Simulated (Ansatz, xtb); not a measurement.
## AlGaH2OSi+: which of two structures lies lower

Structure a: a doublet given by its coordinates. Structure b: a doublet given by its coordinates. Both are isolated ions in the gas phase, relaxed with PBE0-D3(BJ)/pcseg-1.

a (Å):

```xyz
6

Al    1.1707   -0.7057    1.0906
Ga    3.3115   -3.5101    1.7520
O     2.1607   -1.9860    1.3928
Si   -0.5674    0.9211    0.7034
H    -0.5411    1.9772    1.7498
H    -0.5263    1.4096   -0.7005
```

Close contacts (Å): Al1–O3 1.65, Al1–Si4 2.41, Ga2–O3 1.94, Si4–H5 1.49, Si4–H6 1.49.

b (Å):

```xyz
6

Al   -2.6219    0.0583   -1.5085
Ga    0.4062    2.3093   -0.5391
O    -1.0347    0.3615   -0.6875
Si    0.1157   -0.3958    0.2570
H    -3.0975    1.3516   -2.2557
H    -3.1472   -1.4019   -1.2877
```

Close contacts (Å): Al1–O3 1.81, Ga2–O3 2.43, Ga2–Si4 2.83, O3–Si4 1.67, Al1–H5 1.57, Al1–H6 1.57.

Quicker runs give these differences E(b) − E(a): GFN2-xTB −25.39 kJ/mol; HF/STO-3G −90.01 kJ/mol (at GFN2-xTB geometries); r2SCAN-D4/def2-SVP +24.14 kJ/mol (at GFN2-xTB geometries).

Q: Which of the two would you expect CCSD(T)/def2-SVP electronic energies to favour?

A: Too close to call at this level: CCSD(T)/def2-SVP gives E(b) − E(a) = −0.89 kJ/mol.

The same difference at several levels:

| level | geometry | E(b) − E(a) (kJ/mol) | departure from the last row (kJ/mol) | job, with rough time for the two |
| --- | --- | --- | --- | --- |
| GFN2-xTB | GFN2-xTB | −25.39 | −24.51 | optimisation, 0.36 s |
| HF/STO-3G | GFN2-xTB | −90.01 | −89.12 | single point, 25 s |
| r2SCAN-D4/def2-SVP | GFN2-xTB | +24.14 | +25.02 | single point, 8.4 s |
| PBE0-D3(BJ)/pcseg-1 | PBE0-D3(BJ)/pcseg-1 | +10.98 | +11.87 | optimisation, 1.7 min |
| HF/def2-SVP | PBE0-D3(BJ)/pcseg-1 | −4.61 | −3.73 | part of the CCSD(T) run |
| MP2/def2-SVP | PBE0-D3(BJ)/pcseg-1 | +13.47 | +14.35 | part of the CCSD(T) run |
| CCSD(T)/def2-SVP | PBE0-D3(BJ)/pcseg-1 | −0.89 |  | single point, 27 s |

The largest departure from CCSD(T)/def2-SVP is that of HF/STO-3G, 89.12 kJ/mol.

With harmonic frequencies from PBE0-D3(BJ)/pcseg-1 (ideal gas, rigid rotor, one conformer each, 298.15 K, 1 atm): on the last row, ΔE + ΔZPE = −4.11 kJ/mol. A mode under 50 cm⁻¹ makes harmonic enthalpies and free energies unreliable, so none is given.

Open shells are spin-unrestricted, with notable spin contamination under HF/STO-3G. The correlated steps freeze 20 core orbitals; the filled d shell of Ga is correlated, in a basis made for valence electrons. Run with Ansatz 0.2.0, xtb 6.7.1; the last row on 2 threads of Arm Neoverse V2 on a shared host.
